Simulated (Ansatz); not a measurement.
`C[SiH2]NPS`. The species carries charge 0 and has multiplicity 1. The geometry is a stationary point of PBE0-D4/def2-TZVP. It is one conformer, not always the lowest.

```xyz
13

C     0.647   -0.309   -1.698
Si    0.338    0.956   -0.364
N     0.648    0.364    1.243
P    -0.454   -0.330    2.325
S    -1.430   -1.959    1.353
H     1.697   -0.614   -1.708
H     0.039   -1.201   -1.535
H     0.408    0.104   -2.682
H    -1.091    1.367   -0.356
H     1.202    2.145   -0.601
H     1.605    0.178    1.506
H    -1.518    0.583    2.122
H    -2.090   -1.284    0.395
```

Task: What is the dipole moment at B3LYP/def2-TZVPP? (Estimate.)

Result: Computed: 1.92 D, with components (1.03, 0.88, -1.36) D in this frame, pointing from negative to positive charge.

Task: And with PBE, r2SCAN, ωB97M-V? (Estimate.)

Result: Ansatz gave: PBE 1.97 D, r2SCAN 2.06 D, ωB97M-V 1.89 D.

Task: Give the Mulliken charges with B3LYP, PBE, ωB97M-V in def2-TZVPP. (An estimate is asked.)

Result: Ansatz gave: 
```tsv
atom	B3LYP	PBE	ωB97M-V
C1	-0.35	-0.34	-0.41
Si2	0.36	0.27	0.27
N3	-0.31	-0.24	-0.31
P4	0.15	0.07	0.11
S5	-0.24	-0.23	-0.24
H6	0.09	0.10	0.11
H7	0.10	0.10	0.11
H8	0.10	0.10	0.12
H9	-0.07	-0.06	-0.02
H10	-0.08	-0.07	-0.04
H11	0.13	0.14	0.11
H12	0.03	0.04	0.06
H13	0.10	0.11	0.12
```

B3LYP here is the variant with VWN-RPA as its local correlation; programs differ in this.
